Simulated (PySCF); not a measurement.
# Dipole response of Sb (antimony, neutral)

[Kr] 4d10 5s1 5p3 6s1, high-spin 6S determinant (an excited configuration). All numbers are calculated (PySCF 2.14, scalar relativity by spin-free X2C-1e, in aug-cc-pVQZ-DK3 (9s8p6d3f2g, 102 functions)). Coupled (time-dependent) response in atomic units; α is the mean over directions.

```tsv
method	mean α (bohr³)	C₆ (like pair)	S(−4)
UHF	759.4	16230	589700
PBE	604.4	12100	348200
PBE0	681.7	14330	445900
```

S(−4) is the Cauchy moment in α(ω) = α(0) + S(−4) ω² + …

α(iu) at PBE0:

| u (hartree) | α(iu) (bohr³) |
| --- | --- |
| 0 | 681.7 |
| 0.0500 | 268.0 |
| 0.100 | 107.5 |
| 0.200 | 42.90 |
| 0.300 | 26.38 |
| 0.500 | 14.06 |
| 0.750 | 8.153 |
| 1.00 | 5.446 |
| 1.50 | 3.069 |
| 2.00 | 2.040 |
| 3.00 | 1.126 |
| 5.00 | 0.4966 |

The outer electron is Rydberg-like, and this basis confines it to a smaller radius and binds it less than a complete one would.
